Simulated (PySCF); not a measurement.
C₄H₇NSi.
Numbering: `[CH3:1][Si@@H:2]1[CH2:3][C@H:4]1[C:5]#[N:6]` (hydrogens: H7, H8, H9 on C1; H10 on Si2; H11, H12 on C3; H13 on C4)

Computed by this run: PBE0-D3(BJ)/def2-SVP geometry optimisation, gas phase in PySCF 2.14.0; density fitting, grid level 1; the optimiser is geomeTRIC in internal coordinates, started from a GFN2-xTB structure with every atom displaced at random (about 0.01 Å).

Geometry at step 1:
```
atom  x, y, z in Å
C1      2.0690    0.1516   -0.4777
Si2     0.5451    0.1974    0.5947
C3     -0.7288   -1.1280    0.3280
C4     -1.1751    0.2707   -0.1588
C5     -2.2729    0.9108    0.4921
N6     -3.1678    1.4260    1.0222
H7      2.5214    1.1483   -0.5734
H8      1.8498   -0.2202   -1.4851
H9      2.8127   -0.5219   -0.0027
H10     0.6259    0.7420    1.9719
H11    -1.3455   -1.5609    1.1287
H12    -0.5351   -1.8433   -0.4811
H13    -1.1875    0.4179   -1.2567
```

Question: Give the atomic forces at this geometry.

Answer: 
```csv
atom,Fx (eV/Å),Fy (eV/Å),Fz (eV/Å)
C1,0.209,0.087,0.325
Si2,-0.183,-0.378,0.343
C3,-0.067,-0.125,0.020
C4,0.124,0.144,-0.736
C5,-0.089,0.102,0.023
N6,0.041,-0.014,0.025
H7,0.067,0.046,-0.006
H8,-0.100,-0.097,-0.067
H9,-0.171,0.175,-0.174
H10,0.147,0.058,-0.053
H11,0.214,0.087,-0.032
H12,-0.084,0.013,0.020
H13,-0.107,-0.099,0.311
```

The largest, 0.76 eV/Å, acts on C4; the rms over all components is 0.189 eV/Å. The forces sum to zero within rounding, as they must for an isolated molecule in no field.

Question: Give the force on C4 in Eh/bohr and in nN.

Answer: 0.760 eV/Å ÷ 51.422 = 0.01477 Eh/bohr, and 0.760 eV/Å × 1.602 = 1.22 nN.

Question: How far is this geometry from the end of the optimisation?

Answer: 0.045 eV above it, and 0.088 Å rms away after alignment. The bonds farthest from their final lengths, with half the difference of the two atoms' forces along the bond (positive lengthens):

```
  bond  now (Å)  final (Å)  force along bond (eV/Å)
C4–H13    1.108      1.098                    -0.53
 C1–H9    1.110      1.101                    -0.26
 C3–C4    1.547      1.555                    +0.21
Si2–C3    1.858      1.850                    -0.11
Si2–C4    1.879      1.886                    +0.09
C3–H11    1.099      1.095                    -0.14
```

The angle farthest from its final value is Si2–C3–H11, 124.1° against 119.3°.

What follows is the cost of the whole optimisation. Time: 35 s wall; peak memory 0.51 GiB. Hardware: one thread of an Arm Neoverse V2, no GPU (shared host).
